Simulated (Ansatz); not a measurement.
C2H4BBr, SMILES C(BBr)=C.

Geometry optimised at B3LYP-D3(BJ)/def2-SVP. This is a generated structure with no PubChem entry under its InChIKey; it may be hypothetical. Other conformers were not sampled.

Two levels are set side by side: PBE/def2-SVPD (Ansatz, a quantum-chemistry and plane-wave program) and CAM-B3LYP/def2-SVPD (Ansatz). Energy differences of separate SCF runs at the same geometry; the states with an electron removed or added have multiplicity 2 and 2. Differences are taken from unrounded values.

```csv
quantity,CAM-B3LYP
vertical ionisation energy (eV),10.47
vertical electron affinity (eV),0.59
vertical singlet–triplet gap (eV),3.46
```

**Question.** What does PBE give, and how far is it from CAM-B3LYP? (The exact figures need the calculation; the answer reports its results.)

**Answer.** 
| quantity | PBE | PBE minus CAM-B3LYP |
|---|---|---|
| vertical ionisation energy (eV) | 10.02 | -0.45 |
| vertical electron affinity (eV) | 0.63 | 0.04 |
| vertical singlet–triplet gap (eV) | 3.37 | -0.09 |
